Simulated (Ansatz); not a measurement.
H2IIn (`[InH2][I]`). Charge 0, multiplicity 1. In, I takes the def2 core potential. The structure was optimised at the PBE0-D4/def2-TZVP level.

```xyz
4

In   -0.315    0.054    0.043
I     2.296   -0.392   -0.313
H    -0.728    1.709    0.127
H    -1.253   -1.371    0.143
```

(1) What is the dipole moment at ωB97M-V/def2-TZVPP? (Estimate.)

(2) And with PBE, r2SCAN, B3LYP? (An estimate is asked.)

(3) Give the Mulliken charges with ωB97M-V, r2SCAN, PBE in def2-TZVPP. (Estimate.)

Results:

(1) The calculation gave: 2.41 D, with components (-2.35, 0.40, 0.32) D in this frame, pointing from negative to positive charge.

(2) Ansatz gave: PBE 2.10 D, r2SCAN 2.26 D, B3LYP 2.23 D.

(3) Computed: 
| atom | ωB97M-V | r2SCAN | PBE |
| --- | --- | --- | --- |
| In1 | 0.45 | 0.55 | 0.52 |
| I2 | -0.31 | -0.34 | -0.32 |
| H3 | -0.07 | -0.11 | -0.10 |
| H4 | -0.07 | -0.11 | -0.10 |

B3LYP here is the variant with VWN-RPA as its local correlation; programs differ in this.
